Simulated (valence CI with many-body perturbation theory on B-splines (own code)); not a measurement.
## A CI+MBPT run for Mo³⁺

Method: valence CI with perturbative core correlation (CI+MBPT): three valence electrons over a frozen Dirac-Fock core [Kr], a basis of 9 s, 9 p, 10 d, 8 f, 5 g, 3 h, 1 i functions for each j, with the one-electron correlation potential Σ1 (screened to all orders), the two-electron term Σ2, the three-electron term Σ3, Breit, model QED; selected single and double excitations, second order for the rest, scaled by the run's own slope (own B-spline code, finite nucleus).

Command, and the settings that its task file holds:

```sh
python run_cv.py task.json out
```

```
atom Mo  Z=42  mass_number=98  rms_radius_fm=4.4091
core [Kr]
valence 4d3
avg = 1
basis = L
breit = 1
cap = 40000
capref = 1200
cscale = 1
de = 0.0
dress = 0
eps = 2e-08
extrap = 1
h = 0.27
hh = 1
l2 = 3
lcore = 6
maxit = 60
n2 = 5
natural = 1
nlev = 60
nno = [6, 6, 7, 6, 4, 3, 1]
nroot = 26
nsp = [3, 3, 3, 2, 1, 0, 0]
pt2 = 1
qed = 1
rpa = 1
s1 = 1
s2 = 1
s3 = 1
screen = 1
tol = 2e-05
whole = 1
```

It took 3.2 min on 1 thread of Intel(R) Xeon(R) Processor @ 2.30GHz, on a shared host.

Log. The first blocks belong to the next ion, which gives the ionisation energy. Fields: 2J, parity (1 odd), roots, reference size, generating configurations, candidates as configurations/state functions, variational space P, stored matrix elements, Davidson steps; e2 is the range of second-order energies in hartree. The first line gives the box (bohr), its intervals, the orbitals and the steps of their self-consistent field. Window is the range of levels sought, series limit the energy at which the first omitted orbital would enter, core excitation an estimate of the first excitation out of the core, left out the lowest levels not solved, and shifts from estimates the range by which levels moved from their first estimate, all in cm⁻¹.

```
rmax 17.7 intervals 64 orbitals 81 references ['4d3', '4d2 5s', '4d2 5p', '4d 5s2'] scf 8 t 2.0
2J=4 par=0 roots 2 ref 48 generators 8 cand 873/873 P 921/921 nnz 0 it 0
2J=4 par=0 roots 2 ref 48 generators 19 cand 115/115 P 1036/1036 nnz 0 it 0
   second order: generators 36 cand 148/148 e2 -0.00000 -0.00000
2J=6 par=0 roots 2 ref 38 generators 8 cand 843/843 P 881/881 nnz 0 it 0
2J=6 par=0 roots 2 ref 38 generators 20 cand 150/150 P 1031/1031 nnz 0 it 0
   second order: generators 34 cand 152/152 e2 -0.00000 -0.00000
2J=8 par=0 roots 2 ref 30 generators 5 cand 816/816 P 846/846 nnz 0 it 0
2J=8 par=0 roots 2 ref 30 generators 15 cand 135/135 P 981/981 nnz 0 it 0
   second order: generators 23 cand 122/122 e2 -0.00000 -0.00000
reference levels 673, estimated 118, window 125305 1/cm; series limit 241185, core excitation 278980
2J=3 par=0 roots 10 ref 71 generators 16 cand 2478/5436 P 3534/7996 nnz 1.1e+07 it 8
2J=3 par=0 roots 10 ref 71 generators 77 cand 2915/7581 P 6449/15577 nnz 2.5e+07 it 8
   second order: generators 267 cand 29626/68892 e2 -0.00012 -0.00001
2J=5 par=0 roots 10 ref 79 generators 17 cand 2153/5421 P 3056/7996 nnz 1.2e+07 it 7
2J=5 par=0 roots 10 ref 79 generators 76 cand 3045/9201 P 6101/17197 nnz 3.3e+07 it 8
   second order: generators 235 cand 32993/91185 e2 -0.00014 -0.00002
2J=7 par=0 roots 7 ref 66 generators 16 cand 1921/5446 P 2822/7993 nnz 1.1e+07 it 8
2J=7 par=0 roots 7 ref 66 generators 47 cand 2723/8579 P 5545/16572 nnz 3.3e+07 it 9
   second order: generators 150 cand 29364/90688 e2 -0.00012 -0.00002
2J=9 par=0 roots 6 ref 49 generators 14 cand 2003/5449 P 3014/7981 nnz 1.1e+07 it 8
2J=9 par=0 roots 6 ref 49 generators 40 cand 2028/5851 P 5042/13832 nnz 2.5e+07 it 8
   second order: generators 140 cand 26693/83747 e2 -0.00009 -0.00003
2J=1 par=0 roots 6 ref 43 generators 14 cand 1871/3070 P 3489/5610 nnz 4.7e+06 it 5
2J=1 par=0 roots 6 ref 43 generators 68 cand 3229/5259 P 6718/10869 nnz 1.1e+07 it 8
   second order: generators 237 cand 21980/34456 e2 -0.00008 -0.00002
2J=11 par=0 roots 2 ref 25 generators 8 cand 1318/3948 P 2404/6473 nnz 7.7e+06 it 4
2J=11 par=0 roots 2 ref 25 generators 21 cand 1080/2954 P 3484/9427 nnz 1.3e+07 it 5
   second order: generators 65 cand 23378/70935 e2 -0.00007 -0.00005
2J=5 par=1 roots 10 ref 72 generators 19 cand 2016/5438 P 2941/7996 nnz 1e+07 it 11
...
2J=9 par=1 roots 5 ref 42 generators 44 cand 1963/5269 P 5117/13244 nnz 2.2e+07 it 11
   second order: generators 90 cand 26893/82483 e2 -0.00008 -0.00003
2J=1 par=1 roots 6 ref 39 generators 13 cand 2141/3349 P 3759/5886 nnz 4.8e+06 it 8
2J=1 par=1 roots 6 ref 39 generators 53 cand 2401/3902 P 6160/9788 nnz 9.5e+06 it 9
   second order: generators 149 cand 22068/34864 e2 -0.00006 -0.00002
2J=11 par=1 roots 2 ref 24 generators 5 cand 1336/3373 P 2805/6354 nnz 6.4e+06 it 5
2J=11 par=1 roots 2 ref 24 generators 28 cand 1229/2834 P 4034/9188 nnz 1.2e+07 it 6
   second order: generators 62 cand 24681/75761 e2 -0.00008 -0.00003
left out: unestimated 183784, estimated 135180, shifts from estimates -91 to 72
operators 4.7
```

The Davidson iterations converged.

Against 64 measured levels this calculation errs by 549 cm⁻¹ on average and by 1913 at most. These come from a selection out of Sugar and Musgrove, J. Phys. Chem. Ref. Data 17, 155 (1988). Levels without a partner in it may be off by more, other configurations by 1,000 to 8,000 cm⁻¹.

```
Valence energy                            : -6.007837 hartree
Ionisation energy                         : 40.052 eV (NIST: 40.33 ± 0.06 eV (semi-empirical))
Reference configurations for the orbitals : 4d3, 4d2 5s, 4d2 5p, 4d 5s2
Radial orbitals                           : 81
Box radius                                : 17.7 bohr
Largest variational space                 : 17231
Lowest levels                             : 4d3 4F_3/2 0.0, 4d3 4F_5/2 774, 4d3 4F_7/2 1751, 4d3 4F_9/2 2859, 4d3 4P_1/2 11026, 4d3 4P_3/2 11032, 4d3 2G_7/2 11687, 4d3 4P_5/2 12292, 4d3 2G_9/2 12376, 4d3 2P_3/2 14938, 4d3 2P_1/2 15130, 4d3 2H_9/2 15859, 4d3 2H_11/2 16187, 4d3 2D_5/2 [a] 17577 cm⁻¹
```

Names give the largest LS component (configuration and term), which can be under half, so a name can repeat, a term be missing and a line seem to break the LS rules; names also repeat where a configuration has a term twice. Letters in brackets count levels of one name in rising energy.
